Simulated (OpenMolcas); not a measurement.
d2 ions of charge +4 down a group with 6 fluoride ligands in octahedral coordination

```yaml
Program: OpenMolcas 26.06
Method: SS-CASPT2, IPEA 0.25 Eh, imaginary shift 0.1 Eh
Spin-orbit_coupling: state interaction with AMFI integrals over the reference wave functions
```

The d shell is active; CASPT2 correlates the ligand valence shells and the outer metal core. Anionic complexes are neutralised by point charges behind the ligands. Distances were set from a Shannon-type radius of the metal (high-spin where two are listed) plus a fixed donor radius (F 1.31 Å). Ligand basis ANO-RCC-VTZP, DKH2 Hamiltonian. States (labels of O, the rotations of Oh). Energies in cm-1 above the lowest state or level, χT in cm3 K/mol; under a threefold ground state the first gap can be a small split of the lowest multiplet, not the spin-orbit step; 10Dq and B are least-squares fits to the states below 45000 cm-1, weighted by degeneracy, with a free offset, and given where the rms deviation is under 5 % of |10Dq| (or 100 cm-1) and under 700 cm-1. Spin-only χT is S(S+1) / 2 for the spin of the ground state.

```
 Ion  Shell  R (Å)   Metal basis  Outer charge (e at Å behind ligand)  Ground state  First state of that spin   10Dq  B (rms of fit)  First gap with spin-orbit (degeneracies)  χT at 300 K  First state of another spin  Spin-only χT
Cr4+    3d2   1.86  ANO-RCC-VTZP                          0.33 at 2.8           3T1                 3T2 21170  22526       796 (297)                                  7 (2, 3)        0.722                    1T2 10680         1.000
Mo4+    4d2   1.96  ANO-RCC-VTZP                          0.33 at 2.4           3T1                 3T2 28930  29830       552 (232)                                 33 (2, 3)        0.377                     1T2 7490         1.000
```

The rows also differ in their outer charges, so part of each step comes from that.

|10Dq| changes by a factor of 29830 / 22526 = 1.32 from Cr4+ to Mo4+.

B goes from 796 cm-1 (Cr4+) to 552 cm-1 (Mo4+).

χT departs most from the spin-only value for Mo4+, by -0.623 cm3 K/mol.

Roots that are degenerate in the reference are averaged as groups; the widest CASPT2 spread within a group is 140 cm-1 (the 3-fold group of multiplicity 3 near 0 cm-1 above the lowest state of its run, Mo4+). Shifts and gaps below about the spread of the groups concerned are not significant. Over all roots computed the reference weight is 0.68 to 0.70 in Cr4+, 0.69 to 0.70 in Mo4+; a low but even weight reflects the number of correlated electrons. An orbital triplet at a regular site is open to Jahn-Teller coupling, which can distort the site and quench the lowest spin-orbit gaps and is left out. Ligand-to-metal charge-transfer states are missing. With no ligand orbital active B as a rule stays too high, so bands that hang on it stand too high and its fall with covalency is understated. With one d shell and no ligand orbital active, 10Dq can be off by a tenth or more. The least metal-like active orbital is 80 % on the metal (Löwdin) and no ligand orbital is active, so the numbers are rough (holds for Cr4+). The least metal-like active orbital is 73 % on the metal (Löwdin) and no ligand orbital is active, so the numbers are rough (holds for Mo4+). No measured value stands beside these numbers; the geometry is a model, was not optimised and need not be the one that this ion takes.
